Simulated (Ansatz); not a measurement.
Geometry optimisation, RKS PBE/def2-SVP (Ansatz).

Input file:

```yaml
crystal:
  periodic: [false, false, false]
  atoms:
    - { symbol: Ga, position_ang: [0.0, 0.0, 0.0] }
    - { symbol: H, position_ang: [0.0, 0.0, 1.92] }
    - { symbol: O, position_ang: [1.5501, 0.0, -0.895] }
    - { symbol: H, position_ang: [1.85, -0.9519, -1.0499] }
    - { symbol: O, position_ang: [-1.5501, 0.0, -0.895] }
    - { symbol: H, position_ang: [-2.0598, -0.8467, -0.6865] }
    - { symbol: O, position_ang: [0.0937, 1.9812, 0.659] }
    - { symbol: Si, position_ang: [0.6912, 2.4735, 2.15] }
    - { symbol: H, position_ang: [1.0861, 1.3026, 2.9275] }
    - { symbol: H, position_ang: [1.8511, 3.3371, 1.9491] }
    - { symbol: H, position_ang: [-0.3435, 3.2093, 2.8709] }
    - { symbol: H, position_ang: [0.0473, 1.0, 1.8157] }
basis:
  gaussian: { orbitals: def2-SVP }
hamiltonian:
  xc: pbe
relax:
  f_tol: 0.15
  max_steps: 25
  restrain:
    - { distance: [0, 6], at: 1.79, k: 30.0 }
    - { distance: [11, 1], at: 0.66, k: 30.0 }
    - { distance: [0, 1], at: 2.77, k: 30.0 }
    - { distance: [11, 6], at: 2.21, k: 30.0 }
output:
  orbitals: {}
```

Command:

```bash
$ ansatz run input.yaml --threads 4 --pin off --max-ram 5120MiB --backend cpu --events-out ev --progress --plain --runs-dir out
```

Q: Where does it end, and by what steps?

A: The run converged. The restraints hold the end off the free minimum; the threshold counts their pulls, which the force column leaves out. Restrained pairs: Ga1–O7 (2.09 → 1.79 Å), H2–H12 (1.01 → 0.72 Å), Ga1–H2 (1.92 → 2.77 Å), O7–H12 (1.52 → 2.22 Å). After 16 steps the energy has fallen by 2.777 eV (the restraints' own energy left out); H12 moved furthest, 1.46 Å.

```tsv
step	energy less start (eV)	largest force component (eV/Å)	accepted
0	0.0000	3.022	yes
1	-0.5143	3.423	yes
2	-1.0923	3.334	yes
3	-1.8386	2.808	yes
4	-2.2493	2.217	yes
5	-2.4526	1.215	yes
6	-2.5863	1.559	yes
7	-2.6667	1.756	yes
8	-2.7235	1.820	yes
9	-2.7564	1.876	yes
10	-2.7624	1.676	no
11	-2.7687	1.864	yes
12	-2.7730	1.903	yes
13	-2.7693	1.923	yes
14	-2.7477	1.915	no
15	-2.7735	1.921	yes
16	-2.7773	1.929	yes
```

```xyz
12
Properties=species:S:1:pos:R:3
Ga -0.051 0.481 -0.023
H -0.539 -0.994 2.272
O 1.603 -0.088 -0.443
H 1.604 -0.741 -1.166
O -1.589 0.021 -0.826
H -1.449 -0.615 -1.551
O -0.198 1.694 1.286
Si 0.853 2.752 2.052
H 1.712 2.028 3.057
H 1.757 3.454 1.070
H 0.028 3.781 2.773
H -0.514 -0.270 2.266
```

The run took 17 s on 4 threads of Intel(R) Xeon(R) Platinum 8488C (Sapphire Rapids) (shared host), peak memory 0.21 GiB.
